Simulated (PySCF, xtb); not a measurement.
## GeHNS: 3 structures ranked

3 gas-phase structures of GeHNS, found in a search over its isomers (lower ones may exist). Each was relaxed with GFN2-xTB:

A. `[NH]=[Ge]=[S]`, a singlet
B. a singlet given by its coordinates
C. `S[N+]#[Ge-]`, a singlet

B (Å):

```yaml
atoms:
  - { symbol: Ge, position_ang: [-0.8682, -0.5004, 1.2897] }
  - { symbol: N, position_ang: [0.6690, -0.2298, 0.3034] }
  - { symbol: S, position_ang: [-0.2885, 1.3079, 0.2355] }
  - { symbol: H, position_ang: [1.5936, -0.0658, 0.6861] }
```

Close contacts (Å): Ge1–N2 1.85, Ge1–S3 2.17, N2–S3 1.81, N2–H4 1.01.

**Question.** Which do you expect lowest at r2SCAN-D4/def2-SVP, and how would the others follow?

**Answer.** Calculated order at r2SCAN-D4/def2-SVP: A (0.0), B (0.5), C (5.4) kcal/mol. Less than 1 kcal/mol parts A and B, so the order within that pair means little. CCSD(T)/def2-TZVP after further relaxation puts B lowest instead.

Energies above the lowest of each column, in kcal/mol; the last columns are at PBE0-D4/def2-SVP geometries:

```csv
structure,GFN2-xTB,HF/STO-3G,r2SCAN-D4/def2-SVP,PBE0-D4/def2-SVP,CCSD(T)/def2-TZVP
A,9.1,31.2,0.0,3.5,1.1
B,0.0,0.6,0.5,0.0,0.0
C,8.2,0.0,5.4,7.7,8.4
```

CCSD(T)/def2-TZVP puts B lowest; HF/STO-3G picks C, r2SCAN-D4/def2-SVP picks A. CCSD(T)/def2-TZVP orders those it was run on as B (0.0), A (1.1), C (8.4) kcal/mol. No reliable frequencies are at hand for these structures. Large T1 diagnostics make some coupled-cluster values less sure.

Programs: PySCF 2.14.0, xtb 6.7.1.
